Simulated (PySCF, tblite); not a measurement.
Isomers of C7H15NSi, one GFN2-xTB conformer each. Single-point energies are computed at PBE0/pcSseg-1 (PySCF, gas phase, no added dispersion term), electronic only.

```json
{"SMILES": "C=CC[C@@H](C)N([SiH3])C=C", "GFN2-xTB relative energy (kJ/mol)": "0.0"}
{"SMILES": "C=CC[Si@H](/C=C/C)NC", "GFN2-xTB relative energy (kJ/mol)": "95.0"}
```

Conformers: `[CH2:1]=[CH:2][CH2:3][C@@H:4]([CH3:5])[N:6]([SiH3:7])[CH:8]=[CH2:9]` with C1–C2–C3–C4 -116°, C2–C3–C4–C5 178°, C3–C4–N6–Si7 117°, C4–N6–C8–C9 172°; `[CH2:1]=[CH:2][CH2:3][Si@H:4](/[CH:5]=[CH:6]/[CH3:7])[NH:8][CH3:9]` with C1–C2–C3–Si4 -97°, C2–C3–Si4–C5 63°, C3–Si4–C5–C6 -82°, C3–Si4–N8–C9 177°.

Task: What does PBE0/pcSseg-1 give for the same structures?

Result: 
| SMILES | PBE0/pcSseg-1 E (Eh) | PBE0/pcSseg-1 (kJ/mol) | GFN2-xTB (kJ/mol) | point group |
| --- | --- | --- | --- | --- |
| C=CC[Si@H](/C=C/C)NC | -619.42273 | 0.0 | 95.0 | C1 |
| C=CC[C@@H](C)N([SiH3])C=C | -619.39852 | 63.6 | 0.0 | C1 |

GFN2-xTB puts C=CC[C@@H](C)N([SiH3])C=C lowest instead. As drawn, the lower has an N–H bond and an Si–C bond, which the higher lacks.

Task: Which frontier levels, dipoles and rotational constants go with these structures?

Result: 
```
                   SMILES  HOMO (eV, PBE0/pcSseg-1)  LUMO (eV)  dipole (D)       A, B, C (MHz)
     C=CC[Si@H](/C=C/C)NC                     -6.49      -0.05        1.42   1226, 1134, 720.9
C=CC[C@@H](C)N([SiH3])C=C                     -5.93       0.33        1.39  1565, 949.3, 848.5
```

Task: What happens when harmonic zero-point energies from GFN2-xTB frequencies are added?

Result: 
```
                   SMILES  ZPE (kJ/mol)  electronic (kJ/mol)  with ZPE (kJ/mol)
     C=CC[Si@H](/C=C/C)NC         525.9                  0.0                0.0
C=CC[C@@H](C)N([SiH3])C=C         518.1                 63.6               55.8
```

The zero-point energies span 7.8 kJ/mol. The order is unchanged.
